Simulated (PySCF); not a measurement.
Record of a relaxation.

C4H6BN.
Numbering: `[CH:1]#[C:2][B@@H-:3]([CH3:4])[N+:5]#[CH:6]` (hydrogens: H7 on C1; H8 on B3; H9, H10, H11 on C4; H12 on C6)
Bond orders are those of one Lewis drawing.

Method: PBE0-D3(BJ)/def2-SVP geometry optimisation, gas phase (PySCF); density fitting, grid level 1; the optimiser is geomeTRIC in internal coordinates, started from a GFN2-xTB structure with every atom displaced at random (about 0.01 Å). The frame can shift and turn from step to step; on so coarse a grid that alone can change the energy by a few meV, and forces under 0.02 eV/Å are noise.

Step 0: E = -6396.6723 eV, largest atomic force 3.762 eV/Å
```
atom  x, y, z in Å  |  force x, y, z in eV/Å
C1      2.350   -1.060    0.505   -2.836   1.111  -1.246
C2      1.283   -0.673    0.027    1.548  -0.735   0.438
B3     -0.098   -0.232   -0.586    0.631  -1.506   1.027
C4     -1.321   -0.705    0.335   -1.313   0.030  -0.008
N5     -0.078    1.226   -0.521   -0.108   3.749   0.289
C6     -0.095    2.376   -0.383    0.045  -2.818  -0.425
H7      3.247   -1.375    0.911    1.587  -0.591   0.720
H8     -0.174   -0.509   -1.735   -0.206  -0.272  -0.958
H9     -2.297   -0.316   -0.030    0.216  -0.089  -0.045
H10    -1.259   -0.385    1.382    0.283   0.085   0.161
H11    -1.422   -1.794    0.347    0.153  -0.238  -0.087
H12    -0.098    3.419   -0.260    0.000   1.275   0.135
```

Step 1: E = -6396.9065 eV, largest atomic force 0.656 eV/Å
```
atom  x, y, z in Å  |  force x, y, z in eV/Å
C1      2.383   -1.002    0.496    0.100  -0.124   0.116
C2      1.284   -0.702    0.062    0.111   0.054  -0.016
B3     -0.117   -0.262   -0.504    0.083  -0.457   0.193
C4     -1.394   -0.762    0.355   -0.181   0.158  -0.002
N5     -0.087    1.283   -0.454    0.054  -0.167  -0.258
C6     -0.028    2.424   -0.454   -0.083   0.611   0.222
H7      3.338   -1.304    0.897   -0.162   0.066  -0.097
H8     -0.207   -0.511   -1.702   -0.063   0.074  -0.042
H9     -2.342   -0.363   -0.039   -0.024  -0.003  -0.052
H10    -1.335   -0.474    1.417    0.069  -0.033   0.035
H11    -1.465   -1.857    0.313    0.073  -0.071  -0.016
H12     0.012    3.504   -0.394    0.022  -0.110  -0.083
```

Step 2: E = -6396.9183 eV, largest atomic force 0.325 eV/Å
```
atom  x, y, z in Å  |  force x, y, z in eV/Å
C1      2.386   -1.023    0.503   -0.036  -0.066   0.040
C2      1.293   -0.707    0.069   -0.006   0.096  -0.050
B3     -0.110   -0.261   -0.496    0.056  -0.301   0.109
C4     -1.392   -0.758    0.357   -0.090   0.084   0.004
N5     -0.086    1.294   -0.458    0.087   0.249  -0.138
C6     -0.044    2.440   -0.455   -0.083  -0.064   0.144
H7      3.336   -1.335    0.896    0.004   0.013  -0.019
H8     -0.210   -0.498   -1.697   -0.023   0.033  -0.021
H9     -2.342   -0.362   -0.041    0.024  -0.019  -0.007
H10    -1.328   -0.480    1.422    0.019  -0.022  -0.001
H11    -1.450   -1.855    0.306    0.031  -0.009  -0.006
H12    -0.013    3.518   -0.413    0.016   0.007  -0.055
```

Step 3: E = -6396.9239 eV, largest atomic force 0.168 eV/Å
```
atom  x, y, z in Å  |  force x, y, z in eV/Å
C1      2.384   -1.047    0.509   -0.063  -0.029   0.001
C2      1.299   -0.709    0.072   -0.008   0.068  -0.032
B3     -0.100   -0.260   -0.489   -0.030  -0.088  -0.006
C4     -1.388   -0.751    0.360    0.034   0.002   0.006
N5     -0.081    1.306   -0.462    0.058   0.157  -0.018
C6     -0.062    2.453   -0.452   -0.040  -0.131   0.049
H7      3.331   -1.372    0.894    0.056  -0.008   0.014
H8     -0.210   -0.486   -1.693    0.009  -0.006   0.004
H9     -2.336   -0.359   -0.042    0.007  -0.007   0.008
H10    -1.319   -0.483    1.427   -0.016   0.000  -0.009
H11    -1.432   -1.850    0.302   -0.011   0.012   0.002
H12    -0.045    3.532   -0.433    0.006   0.029  -0.020
```

Step 4: E = -6396.9249 eV, largest atomic force 0.056 eV/Å
```
atom  x, y, z in Å  |  force x, y, z in eV/Å
C1      2.383   -1.058    0.509   -0.027  -0.021   0.002
C2      1.302   -0.709    0.070    0.014   0.034  -0.010
B3     -0.096   -0.260   -0.490   -0.042  -0.013  -0.027
C4     -1.384   -0.748    0.361    0.041  -0.013   0.002
N5     -0.078    1.310   -0.463    0.029   0.047   0.007
C6     -0.071    2.457   -0.448   -0.018  -0.052   0.011
H7      3.329   -1.388    0.894    0.020   0.001   0.005
H8     -0.207   -0.485   -1.693    0.009  -0.006   0.009
H9     -2.332   -0.357   -0.042   -0.004   0.001   0.004
H10    -1.316   -0.480    1.428   -0.012   0.007  -0.003
H11    -1.428   -1.847    0.304   -0.013   0.006   0.003
H12    -0.060    3.537   -0.437    0.002   0.010  -0.003
```

Step 5: E = -6396.9252 eV, largest atomic force 0.028 eV/Å
```
atom  x, y, z in Å  |  force x, y, z in eV/Å
C1      2.382   -1.064    0.509   -0.002  -0.013   0.003
C2      1.304   -0.708    0.067    0.014   0.011   0.000
B3     -0.094   -0.261   -0.492   -0.020   0.013  -0.015
C4     -1.380   -0.745    0.361    0.014  -0.010   0.000
N5     -0.076    1.312   -0.464    0.008  -0.018   0.006
C6     -0.077    2.458   -0.444   -0.005   0.006  -0.006
H7      3.328   -1.397    0.894   -0.002   0.005  -0.002
H8     -0.205   -0.487   -1.695    0.004  -0.001   0.005
H9     -2.328   -0.355   -0.042   -0.004   0.003   0.000
H10    -1.313   -0.473    1.427   -0.002   0.005   0.000
H11    -1.428   -1.844    0.308   -0.004   0.001   0.002
H12    -0.071    3.538   -0.435    0.001  -0.002   0.005
```

**Question.** Summarise the path.

**Answer.** The energy falls by 5.83 kcal/mol from step 0 to step 5; nine tenths of that is first reached at step 1. It falls at every step. The largest force goes from 3.762 to 0.028 eV/Å. Among the bonds B3–N5 changes most, from 1.459 to 1.573 Å; the atoms move by 0.097 Å rms after alignment.

What follows is the cost of the whole optimisation. The run took 25 s wall on Arm Neoverse V1, one thread, no GPU (shared host), and the process peaked at 0.53 GiB of memory.
